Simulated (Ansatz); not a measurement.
```yaml
crystal:
  periodic: [false, false, false]
  atoms:
    - {symbol: Be, position_ang: [0.747904, 0.802137, -2.558937]}
    - {symbol: O, position_ang: [0.865460, 1.796143, -1.345739]}
    - {symbol: Be, position_ang: [-0.765104, 1.660796, -1.331469]}
    - {symbol: O, position_ang: [-0.874997, 0.863287, -2.701240]}
    - {symbol: Be, position_ang: [-0.786283, -0.702581, -2.390022]}
    - {symbol: O, position_ang: [0.862990, -0.773309, -2.446199]}
    - {symbol: Be, position_ang: [1.419700, -1.250908, -1.099975]}
    - {symbol: O, position_ang: [2.012755, -0.201845, 0.000590]}
    - {symbol: Be, position_ang: [1.499388, 1.321246, 0.000599]}
    - {symbol: O, position_ang: [0.864641, 1.795850, 1.346656]}
    - {symbol: Be, position_ang: [-0.765913, 1.660506, 1.331364]}
    - {symbol: O, position_ang: [-1.482726, 1.253857, -0.000315]}
    - {symbol: Be, position_ang: [-1.904151, -0.283650, -0.000610]}
    - {symbol: O, position_ang: [-1.517866, -1.292623, -1.188324]}
    - {symbol: Be, position_ang: [-0.789866, -2.078897, -0.000467]}
    - {symbol: O, position_ang: [0.770161, -2.213303, -0.000008]}
    - {symbol: Be, position_ang: [1.419030, -1.251147, 1.100564]}
    - {symbol: O, position_ang: [-1.518588, -1.292882, 1.187118]}
    - {symbol: Be, position_ang: [0.746348, 0.801579, 2.559565]}
    - {symbol: O, position_ang: [-0.876639, 0.862699, 2.700894]}
    - {symbol: Be, position_ang: [-0.787736, -0.703102, 2.389390]}
    - {symbol: O, position_ang: [0.861503, -0.773842, 2.446554]}
basis:
  gaussian: {orbitals: def2-TZVP, initial_orbitals: start.molden}
total_charge: 1
magnetization: {spin_polarized: true, initial_magnetization: 1}
hamiltonian: {xc: pbe0, dispersion: d4}
scf: {omitted_lower_state_checks: [starts]}
output: {orbitals: {seedname: orbitals}}
```

The file start.molden holds the orbitals of an earlier run on this structure, at another level or in another basis.

```sh
$ ansatz run in.yaml --threads 4 --pin off --events-out ev --progress --plain --max-ram 9574MiB
```

Problem. Does this run fit into the memory that it is given?

Solution. No. It has 550 basis functions, and Ansatz plans for 11 GiB where 9 GiB are given.
